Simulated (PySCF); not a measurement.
## ECD: `[C@@H]1(C#C)CCC[C@@H]1C`, C8H12

Cartesian coordinates in Å; atom numbers follow the order of the lines, from 1:
```xyz
20

C     2.122    1.790   -0.087
C     1.155    1.242    0.359
C    -0.005    0.564    0.902
C     0.395   -0.774    1.539
C     0.479   -1.761    0.364
C    -0.281   -1.103   -0.802
C    -0.979    0.124   -0.207
C    -1.291    1.202   -1.234
H     2.966    2.277   -0.476
H    -0.488    1.230    1.625
H    -0.382   -1.082    2.240
H     1.336   -0.701    2.083
H     1.517   -1.939    0.087
H     0.039   -2.722    0.635
H    -0.992   -1.785   -1.267
H     0.422   -0.774   -1.568
H    -1.911   -0.189    0.276
H    -0.377    1.545   -1.713
H    -1.960    0.812   -1.998
H    -1.770    2.056   -0.760
```

Level of theory: TDDFT LC-wPBE/def2-SVPD circular dichroism and optical rotation, one conformer, gas phase in PySCF. Geometry: GFN2-xTB.

Singlets 2 and 3 lie within 0.01 eV of each other, so their separate moments and overlaps can depend on how they mix.

Problem. Assign R or S to each stereocentre.

Solution. C3 R, C7 S.

Problem. Which excitations and rotatory strengths does the calculation give?

Solution. Rotatory strengths R in 10⁻⁴⁰ esu² cm², velocity form and length form (origin at the centre of mass); f in length form.
```tsv
state	E (eV)	λ (nm)	f	R (velocity)	R (length)	main
1	6.72	185	2e-05	+0.1	+0.1	HOMO−1→LUMO+4 0.20, HOMO→LUMO+8 0.15
2	7.06	176	0.001	+0.1	+0.1	HOMO−1→LUMO+4 0.29, HOMO→LUMO+5 0.13
3	7.07	175	0.001	+0.3	+0.4	HOMO→LUMO+4 0.23, HOMO−1→LUMO+5 0.18
4	8.29	150	0.056	-13.5	-14.7	HOMO→LUMO 0.39, HOMO→LUMO+1 0.25
5	8.33	149	0.041	+16.2	+16.6	HOMO−1→LUMO 0.40, HOMO−1→LUMO+1 0.23
6	9.08	137	0.172	-60.4	-61.1	HOMO−1→LUMO+1 0.36, HOMO−1→LUMO 0.13
7	9.16	135	0.022	+13.6	+15.6	HOMO→LUMO+1 0.18, HOMO→LUMO 0.11
8	9.33	133	0.018	+5.4	+5.1	HOMO−2→LUMO 0.48
9	9.52	130	0.114	-1.6	-2.8	HOMO−1→LUMO+5 0.34, HOMO→LUMO+4 0.09
10	9.56	130	0.092	+23.5	+24.6	HOMO→LUMO+5 0.24, HOMO−3→LUMO 0.18
11	9.58	129	0.027	-6.6	-6.9	HOMO−4→LUMO 0.19, HOMO→LUMO+2 0.18
12	9.75	127	0.010	-2.6	-3.8	HOMO→LUMO+2 0.29, HOMO→LUMO+3 0.15
13	9.77	127	0.009	+7.8	+8.6	HOMO→LUMO+2 0.17, HOMO−2→LUMO+2 0.12
14	9.82	126	0.010	-4.2	-4.2	HOMO−1→LUMO+2 0.55
15	9.90	125	0.008	-23.9	-24.6	HOMO−3→LUMO 0.27, HOMO−2→LUMO+1 0.14
16	9.94	125	0.032	+8.1	+8.0	HOMO−1→LUMO+3 0.34, HOMO−1→LUMO 0.10
```

Among the states computed, the strongest CD band (largest |R|) is state 6. The largest dissymmetry factor in size, g = 4R/(D+G), with D and G the electric and magnetic dipole strengths, is -0.046 for state 15 (velocity form, f = 0.008), among bands with |R| over 0.5. The mirror image has the same energies and oscillator strengths and all R with the opposite sign.
